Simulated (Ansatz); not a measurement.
`[SiH3]N[SiH2]Br` + `C=O` → `O=C[SiH2]Br` + `N[SiH3]` at 400 K and 1 bar (formal exchange of groups at the Si–N bond).

Computed with Ansatz on PBE0-D4/def2-TZVP structures; ΔE is electronic, products minus reactants. CCSD(T)/CBS adds triple-zeta CCSD(T) − MP2 to the extrapolated MP2 energy (def2 sets, frozen cores). This one scheme is used for every species. For Br outer-core shells are correlated without core-valence functions, which leaves a few kJ/mol of doubt a bond. Scalar relativity is left out up to krypton. One conformer a species, not always the lowest.

```csv
species,CCSD(T)/CBS energy (Eh),H − E (kJ/mol),S (J/(mol·K))
`[SiH3]N[SiH2]Br`,-3209.88376,191.4,401.0
`C=O`,-114.39408,83.9,229.4
`O=C[SiH2]Br`,-2977.43874,121.7,363.2
`N[SiH3]`,-346.80422,153.0,285.3
```

H − E and S are ideal-gas, rigid-rotor, harmonic terms from PBE0-D4/def2-TZVP, for one conformer and one mirror image of each species. 1 Eh = 2625.50 kJ/mol, R = 8.31446 J/(mol·K).

By hand: ΔE, ΔH, ΔS and ΔG.

ΔE = (-2977.43874) + (-346.80422) − (-3209.88376) − (-114.39408) = 0.03488 Eh = 91.6 kJ/mol. Δ(H − E) = 121.7 + 153.0 − 191.4 − 83.9 = -0.6, so ΔH = 91.0 kJ/mol. ΔS = 363.2 + 285.3 − 401.0 − 229.4 = 18.1 J/(mol·K). ΔG = 91.0 − 400 × (18.1)/1000 = 83.8 kJ/mol.

By hand: the equilibrium constant, and the temperature at which ΔG would vanish if ΔH and ΔS stayed fixed.

log₁₀ K = −ΔG/(RT ln 10) = -10.9. ΔG = 0 at ΔH/ΔS = 5028 K, far beyond where these terms or the molecules hold.

ΔH outweighs TΔS. A doubt of 5 kJ/mol in ΔE shifts log₁₀ K by 0.7 here. Other conformers and mirror images would add mixing entropy, several J/(mol·K) or more a flexible species. Modes under 60 cm⁻¹, often nearly free rotors, make the harmonic entropy too high. These are equilibria of isolated gas molecules and say nothing of rates. Largest T1 diagnostic: 0.015 (customary marks: 0.02 for closed shells, 0.045 for open ones).
